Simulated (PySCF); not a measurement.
**Basis and Hamiltonian dependence of the excitation energy of Mo(2+)**

Mo(2+) [Kr] 4d4 (5D) → Mo(2+) [Kr] 4d3 5s1, s spin flipped. All values are computed (PySCF 2.14, energy differences of UHF-based or UKS calculations, no spin-orbit coupling). Values in eV.

| basis | Hamiltonian | functions | UHF | PBE | PBE0 | MP2 (valence) |
| --- | --- | --- | --- | --- | --- | --- |
| def2-TZVPPD with the def2 core potential (28 electrons) | ECP | 56 | 5.013 | 4.952 | 5.087 | 4.963 |
| aug-cc-pwCVDZ-PP with ECP28MDF | ECP | 70 | 5.010 | 4.958 | 5.091 | 4.987 |
| Sapporo-DKH3-TZP-2012 | spin-free X2C | 78 | 4.986 | n/a | n/a | n/a |
| def2-QZVPPD with the def2 core potential (28 electrons) | ECP | 81 | 4.990 | 4.906 | 5.045 | 4.932 |
| aug-cc-pVTZ-DK | spin-free X2C | 102 | 4.992 | 5.067 | 5.172 | 4.914 |
| aug-cc-pVTZ-PP with one added diffuse shell each of s, p, d, f, g type with ECP28MDF | ECP | 113 | 5.008 | 4.930 | 5.069 | 4.932 |
| aug-cc-pwCVTZ-PP with ECP28MDF | ECP | 122 | 4.995 | 4.926 | 5.063 | 4.933 |

Frozen in the all-electron rows: valence: [Kr]; with a core potential, the same shells as far as they lie outside it.

In the upper determinant the s electron has its spin opposite to the other open shell, which mixes two multiplicities.
